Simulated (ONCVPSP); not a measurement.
Scattering properties, ONCV potential for Be (Z = 4)

- Element: beryllium (Be)
- Generator: ONCVPSP 4.0.1
- Type: optimised norm-conserving Vanderbilt (ONCV)
- Functional: PBE
- Relativity: scalar-relativistic
- Frozen core: none
- Valence charge: 4
- Reference configuration: 1s2 2s2
- Partial waves: 1s+2s: rc 0.70 bohr, ncon 3, nbas 6, qcut 17.9 1/bohr, 2 projectors; p scattering state at 0.46 Ha: rc 0.60 bohr, ncon 4, nbas 7, qcut 13.1 1/bohr, 2 projectors, debl 1.1 Ha; d scattering state at 0.06 Ha: rc 0.65 bohr, ncon 3, nbas 7, qcut 14.7 1/bohr, 3 projectors, debl 2.4 Ha
- Local potential: polynomial inside 0.55 bohr (lpopt 1, dvloc0 4 Ha)
- Core correction: none

The phase is arctan(r·R′/R) of the radial function R(r), unwrapped; energies in Ha, scanned from -5 to 5 Ha. A pole is an energy at which the radial function vanishes at the test radius. The pseudo phase is shifted by a multiple of π to meet the all-electron one at the reference energy, and phase errors are pseudo minus all-electron; the curves can meet again beyond the range given. Levels narrower than the energy grid can be missing from the lists of poles.

| channel | radius (bohr) | reference energy (Ha) | poles, all-electron | poles, pseudo | unbroken range about the reference energy with phases within 0.05 rad | phase error 1 Ha above the reference energy (rad) |
| --- | --- | --- | --- | --- | --- | --- |
| s | 0.71 | -0.21 | -1.98 | -1.98 | the whole range | +0.000 |
| p | 0.61 | 0.46 | none | none | the whole range | -0.000 |
| d | 0.66 | 0.06 | none | none | the whole range | -0.001 |

Phases in the p channel:

```tsv
E (Ha)	all-electron	pseudo
-4.96	0.811	0.811
-4.72	0.792	0.792
-4.48	0.773	0.773
-4.24	0.753	0.753
-4.00	0.732	0.732
-3.76	0.710	0.710
-3.52	0.687	0.687
-3.28	0.662	0.662
-3.04	0.636	0.636
-2.80	0.609	0.609
-2.56	0.580	0.580
-2.32	0.550	0.550
-2.08	0.518	0.518
-1.84	0.484	0.484
-1.60	0.449	0.449
-1.36	0.412	0.412
-1.12	0.373	0.373
-0.88	0.332	0.332
-0.64	0.289	0.289
-0.40	0.245	0.245
-0.16	0.199	0.199
0.08	0.151	0.151
0.32	0.101	0.101
0.56	0.050	0.050
0.80	-0.002	-0.002
1.04	-0.054	-0.054
1.28	-0.108	-0.108
1.52	-0.162	-0.162
1.76	-0.216	-0.216
2.00	-0.270	-0.270
2.24	-0.323	-0.323
2.48	-0.375	-0.375
2.72	-0.426	-0.426
2.96	-0.476	-0.476
3.20	-0.525	-0.525
3.44	-0.572	-0.572
3.68	-0.617	-0.617
3.92	-0.661	-0.661
4.16	-0.702	-0.702
4.40	-0.742	-0.742
4.64	-0.780	-0.780
4.88	-0.816	-0.816
```
